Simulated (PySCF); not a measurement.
# Spin states and ions at one geometry of [La(NH3)3]3+

PySCF 2.14.0, RKS B3LYP, La def2-SVP with ECP46, N def2-SVP, H def2-SVP; non-relativistic Hamiltonian with scalar-relativistic core potentials where named; density fitting; no spin-orbit coupling; singlets restricted, open shells unrestricted. The geometry is relaxed for charge +3, singlet, vacuum:

```xyz
13

La    0.0000    0.0000    0.7902
N     2.4555   -0.0004    0.0025
H     3.1394   -0.2585    0.7392
H     2.6907   -0.6514   -0.7698
H     2.8175    0.9087   -0.3402
N    -1.2274    2.1267    0.0025
H    -1.3458    2.8481    0.7392
H    -0.7812    2.6560   -0.7698
H    -2.1957    1.9857   -0.3402
N    -1.2281   -2.1263    0.0025
H    -1.7936   -2.5896    0.7392
H    -1.9095   -2.0045   -0.7698
H    -0.6218   -2.8944   -0.3402
```

Energies count from the relaxed state; an electron taken off or put on is at rest in vacuum. Charges and spins are Mulliken's.

Question: Order these states by energy, lowest first.
A. charge +2, doublet, vacuum
B. charge +3, singlet, vacuum
C. charge +3, triplet, vacuum
D. charge +4, doublet, vacuum

Answer: A (-14.06 eV), B (0.00 eV), C (6.46 eV), D (25.59 eV).

Question: How do charge and spin on the first atom follow?

Answer: 
```
                     state  spin squared  charge on La1 (e)  spin on La1 (e)  dipole about the centre of mass (D)
charge +3, singlet, vacuum          0.00               1.88             0.00                                 2.10
charge +3, triplet, vacuum          2.01               1.35             1.03                                 4.21
charge +4, doublet, vacuum          0.76               2.06             0.05                                 4.22
charge +2, doublet, vacuum          0.75               1.17             1.00                                 2.55
```

With an electron taken off (doublet) the charges change, summed by element, by La +0.18 e, N +0.30 e, H +0.52 e. The vertical ionisation energy is 25.59 eV, against −ε(HOMO) = 23.41 eV of the relaxed state. The level lies 2.2 eV too high, as is usual for semilocal functionals and global hybrids, which keep a self-interaction error.

With an electron put on (doublet) the charges change, summed by element, by La -0.71 e, N +0.06 e, H -0.36 e. The vertical electron affinity is 14.06 eV, against −ε(LUMO) = 16.28 eV of the relaxed state.

Open shells may have lower solutions than those found.
